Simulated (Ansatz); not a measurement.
closo-2-SB4 (no H on S) (B4H4S). Charge 0, multiplicity 3. Geometry PBE-D4/def2-SVP, that of the neutral singlet; atoms count from 1.

| atom | x (Å) | y (Å) | z (Å) |
| --- | --- | --- | --- |
| S1 | 0.442 | 0.962 | 1.014 |
| B2 | -0.305 | -0.817 | 0.375 |
| B3 | 1.283 | -0.456 | 0.012 |
| B4 | -1.225 | 0.582 | 0.120 |
| B5 | 0.082 | 0.333 | -0.885 |
| H6 | -0.729 | -1.776 | 0.969 |
| H7 | 2.439 | -0.772 | 0.038 |
| H8 | -2.286 | 1.107 | 0.315 |
| H9 | 0.298 | 0.838 | -1.958 |

At PBE0-D4/def2-TZVP a singlet of charge 0 lies 2.21 eV below the triplet at the same geometry.

Problem. Estimate the Mulliken populations from the PBE0/def2-TZVP orbitals of Ansatz.

Solution. 
```tsv
atom	charge (e)	spin (α − β)
S1	-0.08	0.31
B2	-0.16	0.32
B3	0.03	0.50
B4	0.03	0.50
B5	-0.16	0.32
H6	0.07	0.06
H7	0.10	-0.03
H8	0.10	-0.03
H9	0.07	0.06
```
Mulliken values and Mayer orders depend strongly on the basis.

Problem. Where does the spin sit?

Solution. Summed by element: S 0.31, B 1.63, H 0.06, of 2 unpaired in all. Largest on single atoms: B3 0.50, B4 0.50, B2 0.32.

Problem. And the Mayer bond orders between bonded heavy atoms (over 0.3)?

Solution. S1–B2 0.59 (2.03 Å); S1–B3 0.74 (1.93 Å); S1–B4 0.74 (1.93 Å); S1–B5 0.59 (2.03 Å); B2–B3 0.81 (1.67 Å); B2–B4 0.76 (1.69 Å); B2–B5 0.61 (1.75 Å); B3–B5 0.76 (1.69 Å); B4–B5 0.81 (1.67 Å).
